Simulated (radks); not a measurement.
The numbers below are computed, except where a source is named.
All-electron atom: Lu1.6+ in [Kr] 4d10 4f14 5s(up 1, down 0.4) 5p6 6s2 (fractional occupations, a model configuration).

Code: a radial shooting solver on a logarithmic mesh with Libxc functionals. Model: scalar-relativistic Kohn-Sham, LDA (Slater exchange, Perdew-Wang correlation), spin-polarised, spherical densities, finite nucleus; Fermi nuclear charge, rms radius 5.37 fm.

Energy parts (eV):
| part | energy |
|---|---|
| total | -395947.82 |
| kinetic | 432405.65 |
| electron-nucleus | -974597.81 |
| Hartree | 154154.57 |
| exchange-correlation | -7910.23 |

Orbitals (lengths in bohr, moments of r in powers of bohr; <r^-3> diverges for s and p1/2; r(90%) holds 90 % of the orbital's charge):
| orbital | occ. | eigenvalue (eV) | <r^4> | r(90%) | <r^-3> |
|---|---|---|---|---|---|
| 1s up | 1 | -63189.27 | 7.089e-07 | 0.0351 | - |
| 1s down | 1 | -63189.18 | 7.089e-07 | 0.0351 | - |
| 2s up | 1 | -10773.43 | 0.0001083 | 0.127 | - |
| 2s down | 1 | -10773.38 | 0.0001083 | 0.127 | - |
| 2p up | 3 | -9486.170 | 0.00008352 | 0.119 | 16840 |
| 2p down | 3 | -9486.119 | 0.00008352 | 0.119 | 16840 |
| 3s up | 1 | -2454.911 | 0.004039 | 0.312 | - |
| 3s down | 1 | -2454.860 | 0.004039 | 0.312 | - |
| 3p up | 3 | -2068.450 | 0.004295 | 0.318 | 3694 |
| 3p down | 3 | -2068.399 | 0.004295 | 0.318 | 3694 |
| 3d up | 5 | -1602.949 | 0.003337 | 0.299 | 483.4 |
| 3d down | 5 | -1602.899 | 0.003337 | 0.299 | 483.4 |
| 4s up | 1 | -502.7158 | 0.09731 | 0.688 | - |
| 4s down | 1 | -502.6238 | 0.09725 | 0.687 | - |
| 4p up | 3 | -375.8349 | 0.1297 | 0.740 | 844.5 |
| 4p down | 3 | -375.7279 | 0.1296 | 0.740 | 844.7 |
| 4d up | 5 | -210.1301 | 0.1989 | 0.824 | 93.21 |
| 4d down | 5 | -209.9876 | 0.1984 | 0.824 | 93.28 |
| 4f up | 7 | -28.1350 | 1.213 | 1.22 | 14.02 |
| 4f down | 7 | -27.8891 | 1.210 | 1.22 | 14.07 |
| 5s up | 1 | -79.3164 | 3.385 | 1.67 | - |
| 5s down | 0.4 | -78.7849 | 3.403 | 1.67 | - |
| 5p up | 3 | -49.2491 | 6.831 | 1.99 | 112.9 |
| 5p down | 3 | -48.7786 | 6.919 | 2.00 | 112.3 |
| 6s up | 1 | -16.3318 | 149.2 | 4.32 | - |
| 6s down | 1 | -16.2808 | 150.6 | 4.33 | - |

The highest occupied level is 6s down at -16.281 eV. The electron density at the nucleus is 1.172e+06 e/bohr^3 (large components only). Spin moment in Bohr magnetons: 0.6. The spin density at the nucleus is 354.7 e/bohr^3 (1s 1.1, 2s 0.3, 3s 0.1, 4s -0.3, 5s 353.2, 6s 0.4). Summed over all electrons, <r^2> = 50.96 bohr^2, which gives a Langevin (diamagnetic) susceptibility term of -40.4 x 10^-6 cm^3/mol.
